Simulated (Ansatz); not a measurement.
BFH2OSiZn, SMILES `F[B]1O[SiH2][Zn]1`. Total charge 0; spin multiplicity 1. The structure was optimised at the PBE0-D4/def2-TZVP level.

```xyz
7

F    -1.430    2.144   -0.932
B    -0.868    0.964   -0.785
O    -0.094    0.671    0.286
Si    0.662   -0.867    0.513
Zn   -0.567   -0.991   -1.569
H     0.181   -1.350    1.837
H     2.116   -0.573    0.649
```

(1) What is the dipole moment at ωB97M-V/def2-TZVPP? (Estimate.)

(2) And with PBE, r2SCAN, B3LYP? (Estimate.)

(3) Give the Mulliken charges with ωB97M-V, PBE, B3LYP in def2-TZVPP. (An estimate is asked.)

Answers

(1) The calculation gave: 3.38 D, with components (-0.09, -2.75, -1.95) D in this frame, pointing from negative to positive charge.

(2) Computed: PBE 2.50 D, r2SCAN 2.68 D, B3LYP 3.01 D.

(3) Computed: 
```
atom  ωB97M-V    PBE  B3LYP
  F1    -0.21  -0.16  -0.20
  B2     0.38   0.37   0.44
  O3    -0.28  -0.21  -0.29
 Si4     0.23   0.25   0.32
 Zn5    -0.06  -0.13  -0.12
  H6    -0.03  -0.06  -0.07
  H7    -0.03  -0.06  -0.07
```

B3LYP here is the variant with VWN-RPA as its local correlation; programs differ in this.
